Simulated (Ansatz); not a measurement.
Gas-phase electronic energies from Ansatz, PBE0-D4/def2-TZVP geometries. CCSD(T)/CBS adds triple-zeta CCSD(T) − MP2 to the extrapolated MP2 energy (def2 sets, frozen cores). DFT in def2-TZVPP. B3LYP here is the variant with VWN-RPA as its local correlation; programs differ in this. For Ge outer-core shells are correlated without core-valence functions, which leaves a few kJ/mol of doubt a bond. Scalar relativity is left out up to krypton. Each species was taken in one conformer, which may not be the lowest.

`CCBO` + `[OH][GeH2][SH]` → `C[O][GeH2][SH]` + `CBO`  (substitution at a C–C bond)

```json
{"species": "`CCBO`", "B3LYP-D4 energy (Eh)": "-180.64469"}
{"species": "`[OH][GeH2][SH]`", "B3LYP-D4 energy (Eh)": "-2552.99406"}
{"species": "`C[O][GeH2][SH]`", "B3LYP-D4 energy (Eh)": "-2592.30949"}
{"species": "`CBO`", "B3LYP-D4 energy (Eh)": "-141.31706"}
```

**Question.** Work out ΔE.

**Answer.** ΔE = (-2592.30949) + (-141.31706) − (-180.64469) − (-2552.99406) = 0.01220 Eh = +32.0 kJ/mol. CCSD(T)/CBS gives +40.1 kJ/mol.

Largest T1 diagnostic among the species: 0.012.

In def2-TZVPP, CCSD(T) changes the Hartree–Fock value by +5.2 kJ/mol (the triples alone add −0.3 kJ/mol) and MP2 by +8.7 kJ/mol.
